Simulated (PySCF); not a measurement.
Structure with atom numbers: `[CH3:1][c:2]1[cH:3][cH:4][c:5]([SiH3:6])[c:7]([C:8](=[O:9])[F:10])[cH:11]1`. Each H is labelled by its parent atom.

[PySCF: geometry from GFN2-xTB; shielding tensors at PBE0/pcSseg-1 (GIAO); one computed conformer; fast rotation and ring inversion assumed for equivalent nuclei; no relativistic terms; isolated molecule]

Referencing at the same level of theory: 13C (σ = 186.93 ppm), 1H (σ = 31.72 ppm), 29Si (σ = 349.16 ppm) against TMS; 17O (σ = 336.08 ppm) against H2O; 19F (σ = 170.95 ppm) vs CFCl3.

| atoms | nucleus | count | Hirshfeld charge | δ (ppm) |
| --- | --- | --- | --- | --- |
| O9 | 17O | 1 | -0.18 | 431.8 |
| C11 | 13C | 1 | -0.04 | ? |
| C2 | 13C | 1 | 0.02 | 146.5 |
| H(C4) | 1H | 1 | 0.05 | ? |
| H(Si6) | 1H | 3 | -0.08 | 4.69 |
| C5 | 13C | 1 | -0.08 | 148.1 |
| Si6 | 29Si | 1 | 0.28 | -68.5 |
| H(C1) | 1H | 3 | 0.05 | 2.62 |
| C1 | 13C | 1 | -0.11 | ? |
| C3 | 13C | 1 | -0.03 | 141.3 |
| H(C3) | 1H | 1 | 0.06 | 7.83 |
| C4 | 13C | 1 | -0.04 | 143.3 |
| C8 | 13C | 1 | 0.23 | ? |
| H(C11) | 1H | 1 | 0.05 | 8.37 |
| C7 | 13C | 1 | -0.03 | ? |
| F10 | 19F | 1 | -0.09 | 11.5 |

**Question.** Complete the table.

**Answer.** 
- C8: 170.7 ppm, carbonyl carbon
- C11: 138.5 ppm, aromatic CH; the aromatic region
- C7: 133.3 ppm, substituted aromatic carbon
- C1: 23.9 ppm, methyl carbon on an aromatic ring; aliphatic region, no heteroatom directly attached
- H(C4): 8.17 ppm, hydrogen on an aromatic CH; aromatic region

Shifts are as computed. Against solution values, carbons near 30 ppm lie about +3 ppm off and those near 130 ppm about +5 ppm. Of 1211 compounds with measured shifts, 218 miss one by over three times the rms of a fit or turn the order of signals round; such compounds aren't used in these exercises. Unscaled 19F shifts against computed CFCl3 carry errors that often reach 10 to 50 ppm. Unscaled 17O shifts of doubly bonded oxygen tend to come out too high, by tens of ppm or more. Experimental scales use liquid or dissolved standards, which lie at an offset from isolated H2O (liquid H2O: subtract about 36 ppm).
